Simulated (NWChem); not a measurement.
# What each level costs for silene (CH4Si)

```xyz
6

C      0.0000     0.0000    -1.1569
Si     0.0000     0.0000     0.5507
H      0.9266     0.0000    -1.7379
H     -0.9266     0.0000    -1.7379
H     -1.2496     0.0000     1.3539
H      1.2496     0.0000     1.3539
```
Charge 0, spin multiplicity 1.

Everything below was run with NWChem. Structure: optimised with PBE0/def2-SVP, a minimum by its harmonic frequencies.

Basis set: cc-pVTZ (120 functions). Each entry is one whole single-point run; the coupled-cluster runs use the TCE module, and the SCF and DFT modules converge to different thresholds.

The correlated methods keep 6 core orbitals frozen. B3LYP has NWChem's definition, with VWN1-RPA local correlation.

Question: Roughly how much processor time does each of these take, relative to RHF: MP2, RI-MP2, B2PLYP, PBE, B3LYP, r2SCAN, CR-CCSD(T)?

Answer: B3LYP about the same, within a factor of 3; PBE about the same, within a factor of 3; RI-MP2 about the same, within a factor of 3; r2SCAN about the same, within a factor of 3; MP2 about the same, within a factor of 3; B2PLYP about 3; CR-CCSD(T) about 20 (rough ratios from shared machines).
